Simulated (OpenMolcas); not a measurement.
**Multiplet structure of neutral holmium**

| Property | Result |
| --- | --- |
| Program | OpenMolcas 26.06 |
| Method | SS-CASPT2, IPEA 0.25 Eh, imaginary shift 0.1 Eh (closed shells correlated: 5s 5p 6s) |
| Basis | ANO-RCC-VTZP [8s7p5d3f2g1h] |
| Scalar Hamiltonian | DKH2, point nucleus |
| Active space | 11 electrons in 7 orbitals (4f) |
| State averaging | 2S+1 = 4 odd, 35 roots (30 in the spin-orbit step); 2S+1 = 2 odd, 112 roots (43 in the spin-orbit step) |
| Spin-orbit coupling | RASSI with atomic mean-field integrals over the reference wave functions, term energies averaged over their components |

With spin-orbit coupling, above the lowest level:

```
Configuration  Term     J  E (cm⁻¹)  Measured (cm⁻¹)      g  Term weight %  Second
     4f¹¹ 6s²   ⁴I°  15/2       0.0              0.0  1.197             98   2 ²K°
     4f¹¹ 6s²   ⁴I°  13/2      5600             5420  1.107             99        
     4f¹¹ 6s²   ⁴I°  11/2      8870             8605  0.985             85  14 ²H°
     4f¹¹ 6s²   ⁴I°   9/2     10780            10696  0.843             62  22 ²H°
     4f¹¹ 6s²   ⁴F°   9/2     14010                   1.184             63  18 ²G°
     4f¹¹ 6s²   ⁴S°   3/2     17300                   1.738             72  16 ²P°
     4f¹¹ 6s²   ²H°  11/2     17660                   1.105             69  17 ⁴G°
     4f¹¹ 6s²   ⁴F°   7/2     18890                   1.204             90  10 ²G°
     4f¹¹ 6s²   ⁴F°   3/2     20680                   0.710             66  20 ²D°
     4f¹¹ 6s²   ⁴F°   5/2     20770                   1.047             89  11 ²D°
     4f¹¹ 6s²   ²H°   9/2     21830                   1.050             30  29 ²G°
     4f¹¹ 6s²   ⁴G°  11/2     25210                   1.240             82  17 ²H°
     4f¹¹ 6s²   ⁴G°   9/2     26120                   1.119             74  15 ²H°
     4f¹¹ 6s²   ²G°   7/2     26450                   0.939             71  20 ⁴G°
     4f¹¹ 6s²   ²K°  15/2     26760                   1.070             98   2 ⁴I°
     4f¹¹ 6s²   ²P°   3/2     29590                   1.060             42  24 ²D°
     4f¹¹ 6s²   ²K°  13/2     31250                   0.934             99        
     4f¹¹ 6s²   ²P°   1/2     31640                   0.666            100        
     4f¹¹ 6s²   ⁴G°   7/2     31740                   0.968             80  19 ²G°
```

Against the 3 measured excited levels shown (NIST Handbook of Basic Atomic Spectroscopic Data) the mean absolute deviation is 180 cm-1; the largest miss in energy is 4f¹¹ 6s² ⁴I°_11/2: computed 8870, measured 8605 cm⁻¹ (+3.0 %).

Spin-orbit coupling puts the lowest level 6817 cm⁻¹ below the lowest spin-free term.

Term energies are means over components that CASPT2 splits; among the terms shown or strongly mixed into the levels shown the widest spread is 980 cm-1 (4f¹¹ 6s² ⁴I°). High states are left out of the spin-orbit mixing, which shifts the levels that they would mix with. With the s shell closed, the reference lacks s² → p² mixing. Computed and measured levels are paired by configuration, term and J; levels that our copy of the source lacks, or whose pairing is in doubt (as where it misses far off the trend of its configuration), stay unpaired and out of the deviations. Only configurations of the active space appear. The first state left out of the spin-orbit step lies near 40000 cm-1 above the lowest spin-free state of the reference (among the parities and spins computed), and the list stops at four fifths of that energy or lower.

The term weight is that of the spin-free term in the level, not the purity of its configuration. ° marks odd parity.
